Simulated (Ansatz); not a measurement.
`O[Si@H](F)[Si@@H](O)Cl`, charge 0, multiplicity 1.

Question: Give a relaxed structure at PBE0-D4/def2-TZVP (Ansatz 0.2.0). (Estimate.)

Answer: Ansatz gave: 
Z-matrix (Å, degrees):
```
Si
F 1 1.607
Si 1 2.348 2 105.7
O 1 1.634 2 110.3 3 -116.3
H 1 1.485 2 105.7 3 123.5
O 3 1.637 1 111.2 2 -36.5
Cl 3 2.066 1 105.0 2 84.0
H 3 1.478 1 116.0 2 -157.8
H 4 0.959 1 119.5 2 -74.4
H 6 0.959 3 117.7 1 45.3
```
This is one stationary point; other conformers may exist.
